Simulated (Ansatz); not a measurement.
# Abstraction of F: C3H6F2 + C2HF2Si → C3H6F + C2HF3Si

Species: C3H6F2 (1,3-difluoropropane) `FCCCF`, singlet; C2HF2Si `C#C[Si](F)F`, doublet; C3H6F `[CH2]CCF`, doublet; C2HF3Si `C#C[Si](F)(F)F`, singlet. A radical takes F: the energy is the difference in strength between the C–F bond broken and the Si–F bond made.

Shapes, held fixed at every level: PBE0-D4/def2-TZVP. Flexible molecules stand in one conformer, not always the lowest. Programs: Ansatz 0.2.0. Electronic energies: no zero-point or thermal term.

(1) Estimate ΔE of this reaction.

## Answers

(1) The highest level, CCSD(T)/CBS estimate, gives ΔE = -215.2 kJ/mol; the levels span -233.8 to -178.3. The column of differences is taken from that level and isn't an error. No measured value is set beside it here. Open shells run unrestricted. The CBS estimate extrapolates MP2 from def2-TZVPP and def2-QZVPP and adds CCSD(T) − MP2 in the triple-zeta set, cores frozen. Times are processor times on shared x86 and Arm servers, and rough.

```
               level                    kind  ΔE (kJ/mol)  less CCSD(T)/CBS estimate  CPU time (sum over the molecules)
      MP2/def2-TZVPP     perturbation theory       -214.7                       +0.5                                  –
       HF/def2-TZVPP            Hartree–Fock       -233.8                      -18.6                                  –
   PBE-D4/def2-TZVPP                     GGA       -178.3                      +36.9                               32 s
r2SCAN-D4/def2-TZVPP                meta-GGA       -208.9                       +6.3                               71 s
  wB97X-V/def2-TZVPP  range-separated hybrid       -201.2                      +14.0                               98 s
  CCSD(T)/def2-TZVPP   coupled cluster or CI       -212.8                       +2.4                             37 min
CCSD(T)/CBS estimate   coupled cluster or CI       -215.2                        0.0                             41 min
```
